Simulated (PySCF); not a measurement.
Molfile (atoms numbered from 1):
```
C5H10N2OSi
     RDKit          3D

 19 18  0  0  0  0  0  0  0  0999 V2000
    3.5402    0.3171    0.4782 C   0  0  0  0  0  0  0  0  0  0  0  0
    2.4368   -0.5592    0.4832 O   0  0  0  0  0  0  0  0  0  0  0  0
    1.2386   -0.0539    0.0645 C   0  0  0  0  0  0  0  0  0  0  0  0
    1.1707    1.3002   -0.3494 C   0  0  0  0  0  0  0  0  0  0  0  0
    1.0983    2.3976   -0.6789 N   0  0  0  0  0  0  0  0  0  0  0  0
    0.1288   -0.8041    0.0405 C   0  0  0  0  0  0  0  0  0  0  0  0
   -1.5470   -0.1766   -0.5465 Si  0  0  1  0  0  4  0  0  0  0  0  0
   -2.8475   -1.5150   -0.2297 C   0  0  0  0  0  0  0  0  0  0  0  0
   -1.9510    1.1665    0.4563 N   0  0  0  0  0  0  0  0  0  0  0  0
    4.3867   -0.2681    0.8327 H   0  0  0  0  0  0  0  0  0  0  0  0
    3.7504    0.6925   -0.5285 H   0  0  0  0  0  0  0  0  0  0  0  0
    3.3810    1.1695    1.1466 H   0  0  0  0  0  0  0  0  0  0  0  0
    0.2416   -1.8271    0.3688 H   0  0  0  0  0  0  0  0  0  0  0  0
   -1.4582    0.0980   -1.9950 H   0  0  0  0  0  0  0  0  0  0  0  0
   -2.6249   -2.4164   -0.7905 H   0  0  0  0  0  0  0  0  0  0  0  0
   -3.8329   -1.1780   -0.5326 H   0  0  0  0  0  0  0  0  0  0  0  0
   -2.9005   -1.7810    0.8208 H   0  0  0  0  0  0  0  0  0  0  0  0
   -1.3181    1.9504    0.4847 H   0  0  0  0  0  0  0  0  0  0  0  0
   -2.9028    1.4966    0.4672 H   0  0  0  0  0  0  0  0  0  0  0  0
  1  2  1  0
  2  3  1  0
  3  4  1  0
  4  5  3  0
  3  6  2  0
  6  7  1  0
  7  8  1  0
  7  9  1  0
  1 10  1  0
  1 11  1  0
  1 12  1  0
  6 13  1  0
  7 14  1  6
  8 15  1  0
  8 16  1  0
  8 17  1  0
  9 18  1  0
  9 19  1  0
M  END
```

[PySCF 2.14.0 with density-fitted response routines: coordinates at the GFN2-xTB level; NMR shieldings at PBE0/pcSseg-1/GIAO; one computed conformer; non-relativistic Hamiltonian; fast rotation and ring inversion assumed for equivalent nuclei; isolated molecule]

Predict the 2D correlation tables (HSQC, COSY, HMBC).

Answers



HSQC (one-bond C–H):
```
                δH          δC
        6.09 (H13)  129.5 (C6)
3.97 (H10/H11/H12)   58.1 (C1)
0.17 (H15/H16/H17)   -2.6 (C8)
```

COSY cross peaks (H two or three bonds apart, from the bond graph; peaks can be absent where the dihedral angle is near 90°):
```
        δH                  δH
6.09 (H13)          5.47 (H14)
5.47 (H14)  0.17 (H15/H16/H17)
```

HMBC (two and three bonds, from the bond graph):
```
                δH                                 δC
        6.09 (H13)  148.3 (C3), 120.3 (C4), -2.6 (C8)
        5.47 (H14)  148.3 (C3), 129.5 (C6), -2.6 (C8)
3.97 (H10/H11/H12)                         148.3 (C3)
0.17 (H15/H16/H17)                         129.5 (C6)
```

References, each an isolated molecule treated in the same way: ¹H and ¹³C against TMS.

The OH or NH signal is concentration- and solvent-dependent in practice; the value given is the gas-phase one. Shifts are as computed. Against solution values, carbons near 30 ppm lie about +3 ppm off and those near 130 ppm about +5 ppm. Of 1309 compounds with measured shifts, 239 miss one by over three times the rms of a fit or turn the order of signals round; such compounds aren't used in these exercises.
